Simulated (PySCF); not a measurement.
The complex [VF6]3- (charge -3) contains V(III), shell d2. The structure is a PBE0-D3(BJ)/def2-SVP, IEF-PCM water geometry optimised for multiplicity 3; coordination octahedral, point group Oh, metal–donor distances 1.94 Å.

```
7

V     0.000    0.000    0.000
F     0.000    0.000    1.941
F     0.000    0.000   -1.941
F     1.941    0.000    0.000
F    -1.941    0.000    0.000
F     0.000    1.941    0.000
F     0.000   -1.941    0.000
```

Method (PySCF 2.14, density fitting): CASSCF(2,5) with orbitals averaged over all microstates of the shell, strongly contracted NEVPT2 on the averaged canonical orbitals; basis x2c-TZVPall on the metal, x2c-SVPall elsewhere; spin-free X2C; IEF-PCM water; spin-orbit coupling by state interaction with the mean-field operator over all roots.

**Question.** What is the ground state?

**Answer.** 3T1g (S = 1, orbital degeneracy 3), with 2.0 electrons in the lower (t2g-type) set and 0.1 in the upper (eg-type) set, by NEVPT2.

**Question.** List the excited states of the same spin.

**Answer.** By NEVPT2: 3T2g at 15858 cm⁻¹ (631 nm); 3T1g at 26259 cm⁻¹ (381 nm); 3A2g at 33166 cm⁻¹ (302 nm). All are electric-dipole forbidden at this geometry.

**Question.** Which is the lowest state of another spin?

**Answer.** 1T2g at 12115 cm⁻¹ by NEVPT2; CASSCF alone puts it at 14076 cm⁻¹ above the same ground state.

**Question.** Give the fitted ligand-field and repulsion parameters.

**Answer.** At CASSCF level (the NEVPT2 levels don't fit a ligand-field model well): orbital energies 0, 0, 0, 15546, 15546 cm⁻¹; 10Dq = 15546 cm⁻¹; B = 1002 cm⁻¹; C = 3766 cm⁻¹; B over its free-ion value at the same level 0.922; rms of the fit 98 cm⁻¹; ζ = 194 cm⁻¹ (free ion 209).

**Question.** What magnetic behaviour follows?

**Answer.** Degenerate or low-lying orbital states mix with the ground state, so no spin-only Hamiltonian applies. The lowest spin-orbit level is 2-fold; the next lies at 4.6 cm⁻¹. The two lowest states form a pseudo-doublet split by 0.000 cm⁻¹ with g_z = 0.00. μeff is 2.68 μB at 300 K and 0.99 μB at 10 K; the spin-only value is 2.83 μB.

The ground state is orbitally degenerate in this regular structure, which would distort (Jahn–Teller), so its moment is that of the undistorted model. NEVPT2 lifts 3T2g from 13771 to 15858 cm⁻¹; on the d shell alone it tends to overshoot states that fill the eg-type orbitals. NEVPT2 on the d shell alone tends to put d–d bands too high for such charged or covalently bound ions.

The job took 7.1 s on one thread of Arm Neoverse V1 (shared host), with 132 basis functions, launched as `OMP_NUM_THREADS=1 python lf_run.py task.json out`.
